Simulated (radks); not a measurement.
Valence configurations of the gadolinium ion Gd+ (all share [Xe]). Calculated with a radial shooting solver on a logarithmic mesh with Libxc functionals: scalar-relativistic Kohn-Sham, PBEsol, spin-polarised, spherical densities, finite nucleus; open shells are filled with parallel spins first (spin-orbit coupling, left out, can overturn this in heavy ions); Fermi nuclear charge, rms radius 5.1569 fm. Energies are relative to 4f7 5d1 6s1; eigenvalues in eV for spin up.

\begin{tabular}{lrrrrrr}
valence & E (eV) & moment (Bohr magnetons) & e(4f) & e(5d) & e(6p) & e(6s) \\ \hline
4f7 5d1 6s1 & 0.000 & 9 & -16.805 & -9.074 & - & -9.852 \\
4f6 5d1 6s2 & 12.143 & 7 & -26.221 & -11.962 & - & -11.050 \\
4f7 6s1 6p1 & 3.452 & 9 & -20.354 & - & -7.451 & -11.477 \\
4f7 5d2 & 0.954 & 9 & -14.658 & -7.683 & - & - \\
4f8 6s1 & -0.567 & 7 & -10.649 & - & - & -9.067 \\
4f7 5d1.5 6p0.5 & 2.252 & 9 & -16.337 & -8.837 & -6.036 & - \\
4f7.5 5d1 6s0.5 & -0.076 & 8 & -12.582 & -7.639 & - & -8.971 \\
4f8 5d1 & 1.094 & 7 & -8.857 & -6.299 & - & - \\
4f6 5d2 6s1 & 10.348 & 9 & -23.515 & -10.537 & - & -10.445 \\
4f7 5d1 6s0.5 6p0.5 & 1.884 & 9 & -17.433 & -9.535 & -6.421 & -10.183 \\
\end{tabular}

NIST lists [Xe] 4f7 5d1 6s1 as the ground configuration; this level of theory puts 4f8 6s1 lower, by 0.567 eV. The energies are those of spherical high-spin densities, not of single terms.
